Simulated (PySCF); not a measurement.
# SnH4: from structure and modes to constants

All numbers come from PBE0 in PySCF with Sn x2c-TZVPall, H x2c-TZVPall; spin-free X2C, no spin–orbit coupling; density-fitted integrals.

The singlet minimum has Td symmetry. Masses (u): Sn 119.90220, H 1.00782.

```xyz
5
charge 0 multiplicity 1, angstrom
Sn    0.0000    0.0000    0.0000
H     0.9849    0.9849    0.9849
H    -0.9849   -0.9849    0.9849
H    -0.9849    0.9849   -0.9849
H     0.9849   -0.9849   -0.9849
```

Harmonic wavenumbers (cm⁻¹): 684.0 (t2, ×3), 754.9 (e, ×2), 1962.8 (a1, ×1), 1964.5 (t2, ×3).

(1) Find the principal moments of inertia and the rotational constants. What kind of rotor is it?

(2) Give the standard entropy (298.15 K, 1 bar) by its translational, rotational, vibrational and spin parts, and Cp.

## Answers

(1) About the centre of mass I = 7.8209, 7.8209, 7.8209 u Å². With B = 16.8576/I this gives 2.155, 2.155, 2.155 cm⁻¹. The molecule is a spherical top.

(2) Sackur–Tetrode with M = 123.93 u gives 169.0; rotation with symmetry number 12 gives 53.5; vibration 6.2; spin R ln 1 = 0.0. The total is 228.7 J/(mol K), and Cp = 4 R + 17.1 = 50.4 J/(mol K).
